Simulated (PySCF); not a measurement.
# Ionisation energy of As²²⁺ by level of theory

As²²⁺ [Ne] 3s1 (2S) → As²³⁺ [Ne] (1S), as a difference of total energies. Calculation: PySCF 2.14, in an even-tempered Gaussian basis (18 s from 2.2 bohr⁻², ratio 2.5; 11 p from 2.9 bohr⁻², ratio 2.5; 5 d from 11 bohr⁻², ratio 2.7; 4 f from 17 bohr⁻², ratio 2.7); the spin-free X2C one-electron Hamiltonian (Gaussian nucleus). Correlated levels: outer shells: 1s2 frozen; virtual orbitals above 40 to 60 times the deepest correlated orbital energy dropped. The calculations carry no spin-orbit coupling.

| method | ionisation energy (eV) |
| --- | --- |
| UHF | 956.13 |
| LDA | 958.22 |
| PBE | 959.45 |
| PBE0 | 958.72 |
| r2SCAN | 956.04 |
| B2PLYP | 958.54 |
| TPSSh | 958.04 |
| MP2 (outer shells) | 956.77 |
| SCS-MP2 (outer shells) | 956.66 |

Q: How much does correlation contribute at MP2 (outer shells)?

A: 956.77 − (956.13) = 0.64 eV, measured against UHF.

Breit and QED terms and the two-electron picture change are absent.

For comparison: 956.79 eV (semi-empirical (NIST evaluation); NIST Atomic Spectra Database, ionization energies).
